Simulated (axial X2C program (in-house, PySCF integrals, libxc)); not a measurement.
Which molecule has these constants?

Computed with an in-house all-electron X2C program for linear molecules (integrals from PySCF), spin-free (one-electron X2C) or two-component (2c: spin–orbit coupling with atomic mean-field Coulomb and Gaunt terms, which also bring small scalar terms), in Dyall basis sets with cores contracted in-house; open shells are unrestricted.

A two-component PBE0 calculation in a Dyall 3-zeta basis gave Re = 1.831 Å, ωe = 726.5 cm⁻¹, De = 3.05 eV, dipole magnitude 1.86 D, Ω = 1/2.

Which molecule is it?
A. AgC
B. CuC
C. AuC

C. The others have AgC 2.017 Å and 489.2 cm⁻¹ (Ω = 3/2); CuC 1.781 Å and 625.4 cm⁻¹ (Ω = 3/2).

Each entry is the lowest single determinant of a limited PBE0 search at one distance. De goes to single-determinant-based atoms at the same level (for ions the charge split of lowest energy) and is withheld (n/a) where an atom does not fit its ground term or J level. Main or longest-lived isotopes. One determinant is a doubtful description, or other states lie close, for AgC, CuC; these need not be ground states, and all values refer to the states named. With several unpaired electrons the Ω given is that of one determinant, not necessarily of the lowest component. Some light 2c atoms are not at their ground J level, so De misses part of their lowering (0.04 eV or less). The functionals have no current term, which raises determinants with orbital currents.
